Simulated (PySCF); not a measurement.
# Computed structure and properties of [PmH4]−

System: [PmH4]− (singlet in the valence; each metal's 4f electrons, 4 of them, lie in its core potential, out of spins and levels); start: template (Td). Method: PySCF 2.14.0, RKS PBE0, Pm lcecp-1-SVP with ECP50, H def2-SVP; non-relativistic Hamiltonian with scalar-relativistic core potentials where named; density fitting; no spin-orbit coupling.

Input of the relaxation:

```python
mol = gto.M(atom='''
Pm     0.00000    -0.00000     0.00000
H      1.29900     1.29900     1.29900
H     -1.29900    -1.29900     1.29900
H      1.29900    -1.29900    -1.29900
H     -1.29900     1.29900    -1.29900''',
    basis={'Pm': 'lcecp-1-SVP', 'H': 'def2-SVP'},
    ecp={'Pm': 'lcecp-1-SVP'},
    charge=-1, spin=0)
mf = dft.RKS(mol, xc='PBE0')
mf.grids.atom_grid = (50, 194)  # f atoms: unpruned, at least (60, 302)
mf = mf.density_fit()  # fitting sets: Pm AutoAux, H def2-universal-JKFIT
mf.conv_tol = 1e-08; mf.max_cycle = 55
mf.kernel(dm0)  # dm0: converged density of the start geometry
# quasi-Newton relaxation in Cartesian coordinates to a largest gradient under 0.00045 Eh/bohr, steps kept in the point group
```

Run from Python with OMP_NUM_THREADS=2; the lines above give its settings. Where DIIS fails, smearing, a level shift and second-order steps follow.
It took 4.1 s on 2 threads of Arm Neoverse V1, with other jobs on the host, from the converged density of the start.

Course of the relaxation:

```
step  energy above end (eV)  largest force component within the symmetry (eV/Å)
   0                 0.1118                                               0.314
   1                 0.0520                                               0.221
   2                 0.0003                                               0.017
   3                 0.0000                                               0.002
```

Relaxed geometry (Td):

```xyz
5

Pm    0.0000    0.0000    0.0000
H     1.2426    1.2426    1.2426
H    -1.2426   -1.2426    1.2426
H     1.2426   -1.2426   -1.2426
H    -1.2426    1.2426   -1.2426
```

```csv
contact,Å
Pm1–H2 (H),2.152
Pm1–H3 (H),2.152
Pm1–H4 (H),2.152
Pm1–H5 (H),2.152
```

On the finer grid (75, 302):

```json
{"HOMO": "-2.08 eV", "LUMO": "3.78 eV", "Dipole about the centre of mass": "0.00 D", "Set of Mulliken populations of Pm1 outside the core potential": "s 2.67, p 6.60, d 1.44, f 0.02", "D3(BJ) dispersion energy (not in the energies)": "-0.043 eV"}
```

| atom | Mulliken (e) | Löwdin (e) | spin (e) |
| --- | --- | --- | --- |
| Pm1 | 0.27 | -0.03 | 0.00 |
| H2 | -0.32 | -0.24 | 0.00 |
| H3 | -0.32 | -0.24 | 0.00 |
| H4 | -0.32 | -0.24 | 0.00 |
| H5 | -0.32 | -0.24 | 0.00 |

The 4f levels lie in the core potential and are missing. Their spin isn't counted.

On the grid (50, 194), as all that follows. Harmonic modes: a minimum; lowest 446 cm⁻¹ (negative: unstable), highest 1308 cm⁻¹, zero-point energy 0.449 eV.

Taking off one H (charge -1, singlet; the rest: singlet) in vacuum, both parts rigid, costs 4.65 eV; the small basis without counterpoise inflates it.

Rigid scan of H along the line from its metal:

(distance to H2 (Å), energy (eV)): (1.85, 0.348), (1.95, 0.138), (2.05, 0.031), (2.15, 0.000), (2.25, 0.025), (2.35, 0.090), (2.55, 0.296), (2.85, 0.687), (3.25, 1.223), (3.75, 1.809)

One start shape was tried, so this needn't be the lowest isomer.

An lcecp potential fixes the number of 4f electrons, so in runs with it no electron can move into or out of that shell.
